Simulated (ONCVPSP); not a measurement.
**Configuration tests for sulfur (S) (ONCV)**

S (Z = 16), optimised norm-conserving Vanderbilt (ONCV), made with ONCVPSP 4.0.1 (PBEsol, scalar-relativistic). Core [Ne], reference 3s1.5 3p4.5. Waves: 3s: rc 1.25 bohr, ncon 5, nbas 9, qcut 5 1/bohr, 2 projectors, debl 2.9 Ha; 3p: rc 1.25 bohr, ncon 4, nbas 8, qcut 7.9 1/bohr, local; d scattering state at 0.16 Ha: rc 1.45 bohr, ncon 4, nbas 7, qcut 7 1/bohr, 2 projectors, debl 3.7 Ha. Local part: the p channel. Core correction: none.

Energies are relative to the spin-unpolarised reference configuration 3s1.5 3p4.5; without spin polarisation the order of configurations can differ from experiment.

| valence configuration | charge | ΔE all-electron (eV) | error AE − PS (meV) |
| --- | --- | --- | --- |
| 3s2 3p4 | 0 | -5.124 | +0.4 |
| 3s2 3p3 | +1 | 6.609 | +1.1 |
| 3s2 3p2 | +2 | 28.850 | +14 |
| 3s2 3p1 | +3 | 62.850 | +59 |
